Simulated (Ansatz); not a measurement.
Ansatz (an electronic-structure program) input (B3LYP-D3(BJ)/def2-TZVP):

Ansatz 0.2 input:
```yaml
crystal:
  periodic: [false, false, false]
  atoms:
    - {symbol: Si, position_ang: [0.12912807, 0.17102412, -0.16995155]}
    - {symbol: O, position_ang: [-0.37952312, -1.24859457, 1.07093791]}
    - {symbol: N, position_ang: [-1.32597036, 1.00228168, -0.41145862]}
    - {symbol: N, position_ang: [1.14327812, 0.93409857, 0.95870213]}
    - {symbol: N, position_ang: [0.48548778, -0.91664011, -1.42474926]}
    - {symbol: H, position_ang: [-1.00312902, -1.89363451, 0.71433136]}
    - {symbol: H, position_ang: [-1.48833310, 1.90375006, 0.00603489]}
    - {symbol: H, position_ang: [-1.84769238, 0.90495136, -1.26665221]}
    - {symbol: H, position_ang: [1.32770707, 1.92329662, 0.90443953]}
    - {symbol: H, position_ang: [1.93751826, 0.45448879, 1.35492741]}
    - {symbol: H, position_ang: [1.19132980, -1.62846354, -1.31398054]}
    - {symbol: H, position_ang: [0.43081898, -0.63096160, -2.38925431]}
    - {symbol: H, position_ang: [-0.66459477, -0.94171354, 1.94090476]}
basis:
  gaussian:
    orbitals: def2-TZVP
hamiltonian:
  xc: b3lyp
  dispersion: d3bj
total_charge: 1
relax: {f_tol: 0.002, max_steps: 150}
```

Output:

```
Functional definition: B3LYP
integrals: 0.13 GiB planned
1229 factors; their error is unknown
mean field: 1.19 GiB planned
mean field evaluation 1: about -14493.8078 eV, gradient 1.4e2 eV
mean field evaluation 2: about -14458.9575 eV, gradient 1.8e2 eV
mean field evaluation 4: about -14525.8723 eV, gradient 5.0e0 eV
mean field evaluation 8: about -14525.9218 eV, gradient 6.4e-2 eV
mean field evaluation 16: about -14525.9472 eV, gradient 1.1e-4 eV
mean field -14525.94719412 eV, -533.8187133433 hartree, gradient 1.8e-5 eV, S^2 0.000000; 0 other end points of the search recorded, 0 dependent functions left out
the calculation of the forces begins
reference -14525.94744315 eV, -533.8187224949 hartree; 25, 25 occupied and 184, 184 virtual orbitals, 1229 factors
relax step   1: F+E_penalty+E_count = -14526.40780392 eV  Δ(F+E_penalty+E_count) = +0.000e0 eV  max|allowed force component| = 8.590e-1 eV/Å  Δτ_max = 0.0000 Å  (29 SCF iters, accepted)
these checks for a lower state are left out or cut short: starts, cluster_reference, orbital_swaps, neighbouring_geometries, increment
integrals: 0.13 GiB planned
1229 factors; their error is unknown
mean field: 1.19 GiB planned
mean field -14526.01080508 eV, -533.8210510029 hartree, gradient 2.1e-5 eV, S^2 0.000000; 0 other end points of the search recorded, 0 dependent functions left out
the calculation of the forces begins
reference -14526.01105540 eV, -533.8210602020 hartree; 25, 25 occupied and 184, 184 virtual orbitals, 1229 factors
relax step   2: F+E_penalty+E_count = -14526.47190052 eV  Δ(F+E_penalty+E_count) = -6.410e-2 eV  max|allowed force component| = 6.004e-1 eV/Å  Δτ_max = 0.0538 Å  (30 SCF iters, accepted)
these checks for a lower state are left out or cut short: starts, cluster_reference, orbital_swaps, neighbouring_geometries, increment
integrals: 0.13 GiB planned
1229 factors; their error is unknown
mean field: 1.19 GiB planned
mean field evaluation 32: about -14526.0459 eV, gradient 1.9e-5 eV
mean field -14526.04594308 eV, -533.8223423006 hartree, gradient 1.9e-5 eV, S^2 0.000000; 0 other end points of the search recorded, 0 dependent functions left out
the calculation of the forces begins
reference -14526.04619291 eV, -533.8223514818 hartree; 25, 25 occupied and 184, 184 virtual orbitals, 1229 factors
relax step   3: F+E_penalty+E_count = -14526.51125721 eV  Δ(F+E_penalty+E_count) = -3.936e-2 eV  max|allowed force component| = 2.651e-1 eV/Å  Δτ_max = 0.0603 Å  (30 SCF iters, accepted)
these checks for a lower state are left out or cut short: starts, cluster_reference, orbital_swaps, neighbouring_geometries, increment
integrals: 0.13 GiB planned
1229 factors; their error is unknown
mean field: 1.19 GiB planned
mean field -14526.05454332 eV, -533.8226583536 hartree, gradient 1.8e-5 eV, S^2 0.000000; 0 other end points of the search recorded, 0 dependent functions left out
the calculation of the forces begins
reference -14526.05479294 eV, -533.8226675271 hartree; 25, 25 occupied and 184, 184 virtual orbitals, 1229 factors
relax step   4: F+E_penalty+E_count = -14526.51866412 eV  Δ(F+E_penalty+E_count) = -7.407e-3 eV  max|allowed force component| = 1.669e-1 eV/Å  Δτ_max = 0.0249 Å  (31 SCF iters, accepted)
these checks for a lower state are left out or cut short: starts, cluster_reference, orbital_swaps, neighbouring_geometries, increment
integrals: 0.13 GiB planned
1229 factors; their error is unknown
mean field: 1.19 GiB planned
mean field -14526.04817949 eV, -533.8224244873 hartree, gradient 1.9e-5 eV, S^2 0.000000; 0 other end points of the search recorded, 0 dependent functions left out
the calculation of the forces begins
reference -14526.04842803 eV, -533.8224336209 hartree; 25, 25 occupied and 184, 184 virtual orbitals, 1229 factors
relax step   5: F+E_penalty+E_count = -14526.51179782 eV  Δ(F+E_penalty+E_count) = +6.866e-3 eV  max|allowed force component| = 1.538e-1 eV/Å  Δτ_max = 0.0910 Å  (30 SCF iters, rejected (line search))
these checks for a lower state are left out or cut short: starts, cluster_reference, orbital_swaps, neighbouring_geometries, increment
integrals: 0.13 GiB planned
1229 factors; their error is unknown
mean field: 1.19 GiB planned
mean field -14526.05878960 eV, -533.8228144014 hartree, gradient 1.7e-5 eV, S^2 0.000000; 0 other end points of the search recorded, 0 dependent functions left out
the calculation of the forces begins
reference -14526.05903864 eV, -533.8228235536 hartree; 25, 25 occupied and 184, 184 virtual orbitals, 1229 factors
relax step   6: F+E_penalty+E_count = -14526.52222047 eV  Δ(F+E_penalty+E_count) = -3.556e-3 eV  max|allowed force component| = 5.836e-2 eV/Å  Δτ_max = 0.0331 Å  (31 SCF iters, accepted)
these checks for a lower state are left out or cut short: starts, cluster_reference, orbital_swaps, neighbouring_geometries, increment
integrals: 0.13 GiB planned
1229 factors; their error is unknown
mean field: 1.19 GiB planned
mean field -14526.05900931 eV, -533.8228224755 hartree, gradient 1.7e-5 eV, S^2 0.000000; 0 other end points of the search recorded, 0 dependent functions left out
the calculation of the forces begins
reference -14526.05925817 eV, -533.8228316211 hartree; 25, 25 occupied and 184, 184 virtual orbitals, 1229 factors
relax step   7: F+E_penalty+E_count = -14526.52239882 eV  Δ(F+E_penalty+E_count) = -1.783e-4 eV  max|allowed force component| = 1.059e-2 eV/Å  Δτ_max = 0.0135 Å  (31 SCF iters, accepted)
these checks for a lower state are left out or cut short: starts, cluster_reference, orbital_swaps, neighbouring_geometries, increment
integrals: 0.13 GiB planned
1229 factors; their error is unknown
mean field: 1.19 GiB planned
mean field evaluation 64: about -14526.0590 eV, gradient 1.4e-4 eV
mean field -14526.05903554 eV, -533.8228234396 hartree, gradient 1.7e-5 eV, S^2 0.000000; 0 other end points of the search recorded, 0 dependent functions left out
the calculation of the forces begins
reference -14526.05928444 eV, -533.8228325867 hartree; 25, 25 occupied and 184, 184 virtual orbitals, 1229 factors
relax step   8: F+E_penalty+E_count = -14526.52242270 eV  Δ(F+E_penalty+E_count) = -2.388e-5 eV  max|allowed force component| = 4.539e-3 eV/Å  Δτ_max = 0.0073 Å  (31 SCF iters, accepted)
these checks for a lower state are left out or cut short: starts, cluster_reference, orbital_swaps, neighbouring_geometries, increment
integrals: 0.13 GiB planned
1229 factors; their error is unknown
mean field: 1.19 GiB planned
mean field -14526.05902300 eV, -533.8228229788 hartree, gradient 1.7e-5 eV, S^2 0.000000; 0 other end points of the search recorded, 0 dependent functions left out
the calculation of the forces begins
reference -14526.05927190 eV, -533.8228321257 hartree; 25, 25 occupied and 184, 184 virtual orbitals, 1229 factors
relax step   9: F+E_penalty+E_count = -14526.52242694 eV  Δ(F+E_penalty+E_count) = -4.238e-6 eV  max|allowed force component| = 3.841e-3 eV/Å  Δτ_max = 0.0023 Å  (32 SCF iters, accepted)
these checks for a lower state are left out or cut short: starts, cluster_reference, orbital_swaps, neighbouring_geometries, increment
integrals: 0.13 GiB planned
1229 factors; their error is unknown
mean field: 1.19 GiB planned
mean field -14526.05903888 eV, -533.8228235623 hartree, gradient 1.7e-5 eV, S^2 0.000000; 0 other end points of the search recorded, 0 dependent functions left out
the calculation of the forces begins
reference -14526.05928778 eV, -533.8228327092 hartree; 25, 25 occupied and 184, 184 virtual orbitals, 1229 factors
relax step  10: F+E_penalty+E_count = -14526.52242811 eV  Δ(F+E_penalty+E_count) = -1.177e-6 eV  max|allowed force component| = 1.603e-3 eV/Å  Δτ_max = 0.0008 Å  (32 SCF iters, accepted)
integrals: 0.13 GiB planned
1229 factors; their error is unknown
mean field: 1.19 GiB planned
mean field evaluation 96: about -14526.0589 eV, gradient 4.0e-1 eV
mean field -14526.05903888 eV, -533.8228235623 hartree, gradient 1.7e-5 eV, S^2 0.000000; 1 other end points of the search recorded, 0 dependent functions left out
the calculation of the forces begins
reference -14526.05928778 eV, -533.8228327092 hartree; 25, 25 occupied and 184, 184 virtual orbitals, 1229 factors
Total energy: -14526.52267701 eV, -533.8398619495 hartree
Atom 0 at     0.083106     0.141529    -0.134245 Å, force     0.001461    -0.000725     0.000340 eV/Å
Atom 1 at    -0.392011    -1.225495     1.057681 Å, force    -0.000280    -0.000337     0.000281 eV/Å
Atom 2 at    -1.226729     1.098926    -0.515916 Å, force    -0.001603     0.001253    -0.000592 eV/Å
Atom 3 at     1.121794     0.904583     0.944737 Å, force    -0.000550    -0.000012    -0.000484 eV/Å
Atom 4 at     0.478261    -0.906130    -1.387815 Å, force    -0.000392     0.000608     0.000265 eV/Å
Atom 5 at    -0.944199    -1.958002     0.740093 Å, force     0.000069     0.000148     0.000159 eV/Å
Atom 6 at    -1.480089     1.930240    -0.005835 Å, force     0.000292    -0.000438     0.000153 eV/Å
Atom 7 at    -1.837896     0.925301    -1.298089 Å, force     0.000726    -0.000316     0.000224 eV/Å
Atom 8 at     1.254652     1.904530     0.903245 Å, force     0.000115     0.000134    -0.000004 eV/Å
Atom 9 at     1.927206     0.450663     1.349597 Å, force     0.000095    -0.000052     0.000087 eV/Å
Atom 10 at     1.190358    -1.616991    -1.308921 Å, force     0.000185    -0.000154    -0.000101 eV/Å
Atom 11 at     0.361677    -0.617840    -2.348322 Å, force    -0.000055    -0.000047    -0.000225 eV/Å
Atom 12 at    -0.600104    -0.997432     1.978021 Å, force    -0.000063    -0.000061    -0.000103 eV/Å
Dipole moment:    -0.199460    -0.349236     0.326572 e Å
```

It need not be the lowest isomer of its formula.
